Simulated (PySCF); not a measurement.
Compound: CH8Ge2S.
Bonds: C1–Ge2, Ge2–S3, S3–Ge4. Hydrogens: H5, H6, H7 on C1; H8, H9 on Ge2; H10, H11, H12 on Ge4.

Method: PBE0-D3(BJ)/def2-SVP geometry optimisation, gas phase (PySCF); density fitting, grid level 1; the optimiser is geomeTRIC in internal coordinates, started from a GFN2-xTB structure with every atom displaced at random (about 0.01 Å).

Step 0: E = -125002.8408 eV
```
atom  x, y, z in Å  |  force x, y, z in eV/Å
C1     -1.8178    0.3054   -0.0081   -0.300   0.372  -0.111
Ge2    -0.5877   -1.1589    0.3117   -0.095   0.219  -0.135
S3      1.2560   -0.4702    1.3181    0.348   0.021   0.340
Ge4     2.0432    0.9481   -0.1924   -1.301  -0.060   0.190
H5     -1.4030    1.0566   -0.6978    0.155  -0.085   0.018
H6     -2.7606   -0.0390   -0.4575   -0.004  -0.184  -0.005
H7     -2.0734    0.8274    0.9238    0.077  -0.050   0.120
H8     -0.1944   -1.8356   -0.9896    0.075  -0.152  -0.413
H9     -1.1435   -2.1978    1.2611   -0.241  -0.266   0.315
H10     1.8009    0.4155   -1.5725   -0.076  -0.357  -0.710
H11     3.4627    1.1335    0.0788    1.571   0.142   0.317
H12     1.3235    2.2795   -0.0872   -0.209   0.400   0.073
```

Step 1: E = -125002.9390 eV
```
atom  x, y, z in Å  |  force x, y, z in eV/Å
C1     -1.8222    0.3189   -0.0035    0.077  -0.069  -0.015
Ge2    -0.5916   -1.1674    0.3022   -0.048  -0.111   0.026
S3      1.2730   -0.4667    1.3418   -0.093  -0.024  -0.086
Ge4     2.0135    0.9641   -0.1940    0.397   0.117  -0.114
H5     -1.3771    1.0525   -0.6895    0.014   0.023  -0.018
H6     -2.7579   -0.0497   -0.4477   -0.024  -0.029  -0.013
H7     -2.0508    0.8186    0.9466    0.005   0.012   0.050
H8     -0.2018   -1.8496   -1.0376   -0.036   0.091   0.153
H9     -1.2035   -2.2079    1.2737    0.081   0.109  -0.108
H10     1.8066    0.3637   -1.6183    0.048   0.115   0.272
H11     3.5387    1.1588    0.1161   -0.507  -0.046  -0.136
H12     1.2790    2.3292   -0.1013    0.086  -0.189  -0.010
```

Question: Estimate the geometry and energy of step 2. (The exact step hangs on the optimiser's Hessian estimate; all steps are aligned on step 1, rigid shifts and turns removed.)

Answer: E = -125002.9550 eV, largest force 0.097 eV/Å
```
atom  x, y, z in Å  |  force x, y, z in eV/Å
C1     -1.8141    0.3200   -0.0042    0.003   0.002  -0.004
Ge2    -0.5938   -1.1675    0.3034    0.007   0.009   0.030
S3      1.2708   -0.4737    1.3363   -0.020  -0.012  -0.021
Ge4     2.0126    0.9612   -0.1942    0.096   0.013   0.007
H5     -1.3651    1.0526   -0.6904   -0.006  -0.002   0.006
H6     -2.7509   -0.0477   -0.4495   -0.001   0.002   0.004
H7     -2.0406    0.8199    0.9480   -0.001   0.001  -0.002
H8     -0.2066   -1.8417   -1.0278    0.006  -0.002  -0.015
H9     -1.2006   -2.2019    1.2672    0.003  -0.005   0.008
H10     1.8143    0.3679   -1.6027    0.001  -0.006   0.001
H11     3.5090    1.1680    0.1046   -0.067  -0.007  -0.020
H12     1.2711    2.3075   -0.1022   -0.020   0.007   0.007
```

The energy changes by -0.0160 eV. The first-order estimate −F·Δx gives -0.0297 eV and the mean of the old and new forces, exact on a quadratic surface, -0.0158 eV. The step makes an angle of 47° with the force vector and moves no atom by more than 0.033 Å.

What follows is the cost of the whole optimisation. Time: 46 s; peak memory 0.54 GiB. Hardware: one thread, Intel Xeon Platinum 8259CL at 2.50 GHz (x86_64), shared host with 96 logical CPUs at a one-minute load of 36.
